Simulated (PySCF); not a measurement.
# What a mistake does to a calculation on BCl2HSi

These are calculations, not measurements. They come from PySCF 2.14.0, an open-source quantum chemistry program, on an isolated molecule that a program drew, which may never have been made. The molecule is BCl2HSi (charge 0, singlet), drawn as the SMILES string `[SiH]B(Cl)Cl`.

Each row is a Hartree-Fock (HF) and frozen-core CCSD(T) single point in the cc-pV(D+d)Z basis, meant for a local HF minimum. Run 1 is clean. Each other run has one planted mistake out of seven kinds, and not every kind appears here: one electron removed, one electron added, multiplicity raised by two, geometry at a saddle point, minimal basis STO-3G, one bond length entered in bohr, all coordinates scaled. The reference is restricted for singlets and unrestricted otherwise, and also for a bond in bohr. Adding or removing an electron swaps singlet and doublet. Electrons count all cores. HOMO and LUMO are orbital energies over both spins, the gradient is its largest component, and the lowest frequency (negative if imaginary) is given only where the gradient is small. Bond lengths are over the 4 bonds as drawn. T1 is the CCSD diagnostic: over 0.02 (restricted) or 0.045 (unrestricted) a single reference is doubtful.

Geometry of the clean run:
```xyz
5
BCl2HSi, angstrom
Si   -0.4143   -1.9089    2.5661
B    -1.6629   -1.5083    0.9984
Cl   -1.0490   -1.4532   -0.6586
Cl   -3.3739   -1.1540    1.2677
H    -0.6956   -3.3939    2.4584
```

```
run  electrons  basis functions  <S^2>  HOMO (eV)  LUMO (eV)  gradient (hartree/bohr)  lowest frequency (cm^-1)  mean bond (Å)  longest bond (Å)      T1  HF (hartree)  CCSD(T) (hartree)                     mistake
  1         54               88  0.000      -9.24       0.06                  2.7e-05                       102         1.7737             2.044  0.0151   -1233.22924        -1233.72822                    no fault
  2         54               33  0.000      -6.97       4.80                  2.7e-02                         -         1.7737             2.044  0.0138   -1219.72817        -1219.83770        minimal basis STO-3G
  3         54               88  2.015      -8.54      -0.34                  2.5e-02                         -         1.7737             2.044  0.0191   -1233.20581        -1233.68474  multiplicity raised by two
  4         53               88  0.772     -16.86      -7.30                  4.0e-02                         -         1.7737             2.044  0.0255   -1232.92627        -1233.40280                           ?
```

**Which mistake was planted in run 4, and what did it cost?**

It counts 53 electrons, one fewer than the clean run, at the same geometry and basis. So the mistake is: one electron removed. Subtracting run 1 and multiplying by 627.51 kcal/mol a hartree, the energy moved by 190.1 kcal/mol in HF and 204.2 kcal/mol in CCSD(T).

